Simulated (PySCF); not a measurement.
Consider `[NH]=[Fe](=[O])(=[O])=[O]` (FeHNO3). Coordinates in Å; atoms count from 1 in this order:
```
Fe    0.0649    0.3926    0.1010
O     0.2083    0.1140    1.6742
O     1.5404    0.4703   -0.5223
O    -0.7732    1.7077   -0.1877
N    -0.7561   -0.8778   -0.6115
H    -0.2852   -1.8051   -0.4961
```

Computed at ωB97X-D3(BJ)/ma-def2-SVP // BP86-D3(BJ)/ma-def2-SVP with PySCF (density fitting, grid level 2). Zero-point and thermal terms (298.15 K, 1 bar) come from unscaled GFN2-xTB harmonic frequencies, with soft modes damped to free rotors in the entropy. These were taken at the GFN2-xTB minima.

Question: What are the vertical and the adiabatic electron affinity for forming the radical anion?

Answer: 5.53 eV vertical and 5.79 eV adiabatic, the latter with zero-point energy.

Question: Where does the unpaired spin of the relaxed radical anion sit?

Answer: Fe1 (Fe) 1.25, N5 (nitrogen) -1.09, O3 (oxygen) 0.29, O4 (oxygen) 0.29 (intrinsic atomic orbital populations).

Caveats: ma-def2-SVP is a small basis, whose errors can reach tens of kJ/mol; spin-orbit coupling is left out of the energies, which matters for open shells on the heavier atoms; the product is spin contaminated.
